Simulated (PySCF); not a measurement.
Ta²⁺ (tantalum, charge +2): UHF calculation

Configuration: [Xe] 4f14 5d2 6p1, one real determinant (an excited configuration). All numbers are calculated (PySCF 2.14, a scalar-relativistic core potential, in aug-cc-pwCVDZ-PP with ECP60MDF (6s6p5d3f, 70 functions)).

```
Total energy                                                  : -55.762502 hartree
One-electron energy                                           : -86.2354 hartree
Hartree (Coulomb) energy                                      : 36.1138 hartree
Exchange energy                                               : -5.6409 hartree
⟨S²⟩                                                          : 3.7535
⟨L²⟩                                                          : 14.010
Sum of ⟨r⟩                                                    : 17.57 bohr
Sum of ⟨r²⟩                                                   : 37.08 bohr²
Traceless quadrupole moment −½Σ⟨3z² − r²⟩ along its main axis : -5.80 e·bohr²
```

```json
{"shell": "5s α", "electrons": "1", "mean orbital energy (eV)": "-107.25", "spread (eV)": "0", "rms radius, mean of both spins (bohr)": "1.19"}
{"shell": "5s β", "electrons": "1", "mean orbital energy (eV)": "-104.90", "spread (eV)": "0", "rms radius, mean of both spins (bohr)": "1.19"}
{"shell": "5p α", "electrons": "3", "mean orbital energy (eV)": "-69.075", "spread (eV)": "0.144", "rms radius, mean of both spins (bohr)": "1.38"}
{"shell": "5p β", "electrons": "3", "mean orbital energy (eV)": "-65.592", "spread (eV)": "0.452", "rms radius, mean of both spins (bohr)": "1.38"}
{"shell": "5d α", "electrons": "2", "mean orbital energy (eV)": "-27.747", "spread (eV)": "0.137", "rms radius, mean of both spins (bohr)": "2.04"}
{"shell": "6p α", "electrons": "1", "mean orbital energy (eV)": "-16.513", "spread (eV)": "0", "rms radius, mean of both spins (bohr)": "3.81"}
```

⟨L²⟩ = 14.01 against 20 for a pure G term, so this real determinant mixes terms. Energies and moments cover only the electrons outside the core potential. Spin-orbit coupling, absent here, splits the open shell strongly.
